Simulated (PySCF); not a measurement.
C5H4F2O, SMILES C=C=COC=C(F)F.

Geometry optimised at PBE-D3(BJ)/def2-SVP. The structure was generated by enumeration, and PubChem lists no compound with its InChIKey, so it may never have been made. Other conformers were not sampled.

Calculation: PBE-D3(BJ)/def2-SVP run with PySCF.

Frequencies are harmonic and unscaled.

List the normal modes with their intensities. (The exact figures need the calculation; the answer reports its results.)


| mode | ν (cm⁻¹) | IR (km/mol) | moving atoms (share of kinetic energy) |
|---|---|---|---|
| 1 | 22 | 0.1 | F 43 %, C 34 %, O 13 %, H 10 % |
| 2 | 97 | 0.0 | C 45 %, F 35 %, H 12 % |
| 3 | 141 | 1.3 | C 41 %, H 27 %, F 23 %, O 9 % |
| 4 | 192 | 0.9 | C 50 %, F 30 %, H 11 %, O 9 % |
| 5 | 266 | 8.1 | C 62 %, H 33 % |
| 6 | 296 | 4.6 | C 37 %, O 29 %, F 19 %, H 16 % |
| 7 | 350 | 3.2 | C 63 %, F 17 %, O 12 %, H 8 % |
| 8 | 473 | 6.8 | F 54 %, C 20 %, O 20 % |
| 9 | 537 | 0.5 | C 83 %, F 10 % |
| 10 | 578 | 2.1 | F 48 %, C 33 %, H 10 %, O 9 % |
| 11 | 595 | 1.2 | H 54 %, C 32 %, O 9 % |
| 12 | 697 | 14.9 | C 49 %, O 29 %, F 15 % |
| 13 | 749 | 31.6 | H 75 %, C 22 % |
| 14 | 835 | 14.8 | H 85 %, C 15 % |
| 15 | 873 | 35.7 | H 74 %, C 26 % |
| 16 | 933 | 76.2 | C 44 %, F 35 %, H 12 %, O 9 % |
| 17 | 968 | 0.4 | H 68 %, C 32 % |
| 18 | 993 | 3.3 | C 64 %, H 16 %, O 10 %, F 10 % |
| 19 | 1100 | 44.0 | H 46 %, C 39 %, O 14 % |
| 20 | 1228 | 46.1 | H 52 %, C 29 %, O 11 %, F 8 % |
| 21 | 1271 | 561.9 | C 43 %, O 33 %, H 19 % |
| 22 | 1319 | 51.2 | H 71 %, C 21 % |
| 23 | 1347 | 151.6 | C 60 %, H 26 %, F 14 % |
| 24 | 1428 | 69.9 | H 51 %, C 47 % |
| 25 | 1785 | 89.5 | C 94 % |
| 26 | 2016 | 45.7 | C 98 % |
| 27 | 3025 | 16.5 | H 95 % |
| 28 | 3103 | 2.3 | H 89 %, C 11 % |
| 29 | 3128 | 5.4 | H 92 %, C 8 % |
| 30 | 3137 | 17.0 | H 92 %, C 8 % |
